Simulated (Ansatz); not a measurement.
`BB(F)OC` and `COB(N)F` differ in one atom or group.

Ansatz, PBE0-D4/def2-TZVP geometries, multiplicity 1. Each molecule was computed in one conformer, which needn't be the lowest.

| property | `BB(F)OC` |
| --- | --- |
| HOMO energy (ωB97M-V/def2-TZVPP) / eV | -10.87 |
| HOMO–LUMO gap (PBE/def2-TZVPP) / eV | 3.84 |
| HOMO–LUMO gap (B3LYP/def2-TZVPP) / eV | 5.95 |
| LUMO energy (ωB97M-V/def2-TZVPP) / eV | -0.18 |
| size of the dipole moment (B3LYP/def2-TZVPP) / D | 2.55 |
| HOMO energy (PBE0/def2-TZVPP) / eV | -8.55 |

(1) What does the change do to each property? (Best estimate.)

Answers

(1) Computed: 
```csv
property,`COB(N)F`,shift
HOMO energy (ωB97M-V/def2-TZVPP) / eV,-10.05,0.82
HOMO–LUMO gap (PBE/def2-TZVPP) / eV,6.31,2.47
HOMO–LUMO gap (B3LYP/def2-TZVPP) / eV,8.00,2.05
LUMO energy (ωB97M-V/def2-TZVPP) / eV,2.19,2.37
size of the dipole moment (B3LYP/def2-TZVPP) / D,0.81,-1.74
HOMO energy (PBE0/def2-TZVPP) / eV,-7.67,0.88
```

With PBE0 the HOMO rises by 0.88 eV and the LUMO rises by 3.11 eV, so the gap widens by about 2.23 eV. PBE moves the HOMO by 0.89 eV and ωB97M-V by 0.82 eV. Dipoles are sizes alone; their direction can turn.

B3LYP here is the variant with VWN-RPA as its local correlation; programs differ in this.
